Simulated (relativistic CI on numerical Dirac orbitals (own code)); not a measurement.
Calculated at this level of theory: Dirac-Coulomb-Breit CI, separate exchange-only KLI orbitals for each configuration, a model potential for QED, unscaled Slater integrals (own radial code, finite nucleus).

The strongest absorption lines from the ground level of an ion, among the configurations computed and to levels below about 11600 eV (vacuum wavelength in nm, gf): 0.12666 (0.67), 0.14961 (1.5), 0.14965 (1.6), 0.14981 (0.95), 0.15065 (1.2), 0.16561 (1.8), 0.16626 (2.1), 0.16630 (2.6).

Problem. Which ion is it?
A. Ho⁵⁸⁺
B. La⁴⁸⁺
C. Ho⁶⁰⁺
D. Ir⁶⁸⁺

Solution. A. Ho⁵⁸⁺ has 9 electrons and the ground level 2s²2p⁵ ²P°3/2; the strongest line goes to 2s²2p⁴3d ²D5/2. The pattern of lines fixes the number of electrons, and along that sequence the line energies rise steadily with the charge (about as its square where n changes within one kind of shell, about linearly where n is kept but much faster in heavy ions where fine structure, which grows about as Z⁴, sets the gap, and irregularly where shells cross), which fixes Z. Configurations outside the model, such as inner-shell arrays, can give stronger lines. At this charge energies of transitions that change n are usually good to better than 1 %, and those within a shell (Δn = 0) to a few per cent.

LS names give the leading component of a level, which can be under half, so a name can repeat, a term be missing and a line seem to break the LS rules.
